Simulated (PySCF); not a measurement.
# Variants of one PySCF input: MgBe

Base input, run as `OMP_NUM_THREADS=1 python input.py` with PySCF 2.14:

```python
from pyscf import gto, scf, ci

mol = gto.M(
    atom='Mg 0 0 0; Be 0 0 2.315',
    basis='def2-tzvp',
    charge=0,
    spin=0,
    verbose=4,
)
mf = scf.RHF(mol)
mf = mf.density_fit(auxbasis='def2-universal-jkfit')
mf.kernel()
ci.CISD(mf, frozen=1).kernel()
mf.dip_moment()
print('orbital energies (hartree):', mf.mo_energy[..., max(0, mol.nelec[1]-3):mol.nelec[0]+3].round(4))
```

Base result: E(SCF) = -214.141550 Eh, 9 cycles, E(CISD) − E(SCF) = -0.26051 Eh, μz(SCF) = -0.17 D. Stability towards an unrestricted solution was not tested. The bond length is a typed value, not an optimised one.

Hardware: Intel Xeon Platinum 8488C, 1 thread, shared host. Wall time 0.96 s, peak memory 0.14 GiB.

Each row names what differs from the base; energies in brackets are changes from the base.

| change | result | wall time (s) |
| --- | --- | --- |
| density fitting: def2-universal-jkfit → weigend [this fitting set is unfit for the basis or for exact exchange; a fit set errs by some meV] | E(SCF) = -212.839878 Eh (+35.4203 eV), 9 cycles, E(CISD) − E(SCF) = -0.21367 Eh, μz(SCF) = 0.02 D | 0.94 |
| geometry: bond 2.315 → bond 2.894 | E(SCF) = -214.169195 Eh (-0.7522 eV), 9 cycles, E(CISD) − E(SCF) = -0.25527 Eh, μz(SCF) = -0.03 D | 0.98 |
| step after the SCF: cisd → eomee; frozen orbitals: 1 → 0; number of roots: default → 6 | E(SCF) = -214.141550 Eh (+0.0000 eV), 9 cycles, E(CCSD) − E(SCF) = -0.28963 Eh, μz(SCF) = -0.17 D, excitation roots 0.000, 0.000, 1.012, 1.572, 1.576, 3.032 eV | 35 |
| charge: 0 → -1; spin (2S): 0 → 1; SCF type: RHF → UHF [an earlier cycle lay lower, so not the lowest solution of its kind] [another spin of the ion may lie lower] [no diffuse functions for the anion] | E(SCF) = -214.144420 Eh (-0.0781 eV), E(CISD) − E(SCF) = -0.26534 Eh, ⟨S²⟩ = 0.772 | 2 |
| basis set: def2-tzvp → 6-31g* | E(SCF) = -214.124602 Eh (+0.4612 eV), 8 cycles, E(CISD) − E(SCF) = -0.09081 Eh, μz(SCF) = 0.78 D | 0.77 |
| cycle limit: 50 → 5 | not converged: SCF after 5 cycles | 1 |
| basis set: def2-tzvp → ano-rcc-vdzp; spin-free X2C: off → on | E(SCF) = -214.452521 Eh, 9 cycles, E(CISD) − E(SCF) = -0.24240 Eh, μz(SCF) = 0.11 D | 0.93 |
| charge: 0 → 1; spin (2S): 0 → 1; SCF type: RHF → UHF [another spin of the ion may lie lower] | E(SCF) = -213.957021 Eh (+5.0213 eV), 12 cycles, E(CISD) − E(SCF) = -0.22641 Eh, ⟨S²⟩ = 0.904 | 1.9 |
| geometry: bond 2.315 → bond 2.153 | E(SCF) = -214.122121 Eh (+0.5287 eV), 9 cycles, E(CISD) − E(SCF) = -0.26243 Eh, μz(SCF) = -0.23 D | 1.1 |
| basis set: def2-tzvp → 6-31g(3d) | E(SCF) = -214.126859 Eh (+0.3998 eV), 9 cycles, E(CISD) − E(SCF) = -0.10338 Eh, μz(SCF) = 0.39 D | 1.2 |
| second-order solver: off → on | E(SCF) = -214.141550 Eh (+0.0000 eV), 3 cycles, E(CISD) − E(SCF) = -0.26051 Eh, μz(SCF) = -0.17 D | 1.1 |
| spin (2S): 0 → 4; SCF type: RHF → UHF [a high spin state] | E(SCF) = -214.074395 Eh (+1.8274 eV), 12 cycles, E(CISD) − E(SCF) = -0.21319 Eh, ⟨S²⟩ = 6.000, μz(SCF) = -1.22 D | 1.8 |
| basis set: def2-tzvp → 6-311++g** | E(SCF) = -214.141100 Eh (+0.0122 eV), 9 cycles, E(CISD) − E(SCF) = -0.19857 Eh, μz(SCF) = -0.17 D | 1.1 |
| basis set: def2-tzvp → pcseg-1 | E(SCF) = -214.107058 Eh (+0.9386 eV), 8 cycles, E(CISD) − E(SCF) = -0.07641 Eh, μz(SCF) = -0.03 D | 0.59 |
| spin-free X2C: off → on [basis contracted without relativity] | E(SCF) = -214.424296 Eh, 9 cycles, E(CISD) − E(SCF) = -0.26033 Eh, μz(SCF) = -0.18 D | 1 |
| smearing width (hartree): none → 0.01; step after the SCF: cisd → none | E(SCF) = -214.141541 Eh (+0.0003 eV), 9 cycles, μz(SCF) = -0.17 D | 0.6 |
| basis set: def2-tzvp → x2c-svpall; spin-free X2C: off → on | E(SCF) = -214.353901 Eh, 8 cycles, E(CISD) − E(SCF) = -0.08698 Eh, μz(SCF) = -0.17 D | 0.86 |
| step after the SCF: cisd → stability | E(SCF) = -214.141550 Eh (+0.0000 eV), 9 cycles, μz(SCF) = -0.17 D, internal stable; real -> complex stable; RHF/RKS -> UHF/UKS unstable | 1.2 |
| step after the SCF: cisd → tdhf; number of roots: default → 3 | E(SCF) = -214.141550 Eh (+0.0000 eV), 9 cycles, μz(SCF) = -0.17 D, first singlet excitations without spin–orbit coupling 1.27, 1.27, 2.69 eV | 2.1 |
| electric field along z (a.u.): none → 0.005 | E(SCF) = -214.144278 Eh (-0.0742 eV), 9 cycles, E(CISD) − E(SCF) = -0.25954 Eh, μz(SCF) = 2.92 D | 1.1 |

Q: Order these changes by how far they move the SCF energy from the base, largest first: (1) electric field along z (a.u.): none → 0.005; (2) geometry: bond 2.315 → bond 2.153; (3) geometry: bond 2.315 → bond 2.894.

A: (3) -0.7522 eV, (2) +0.5287 eV, (1) -0.0742 eV.
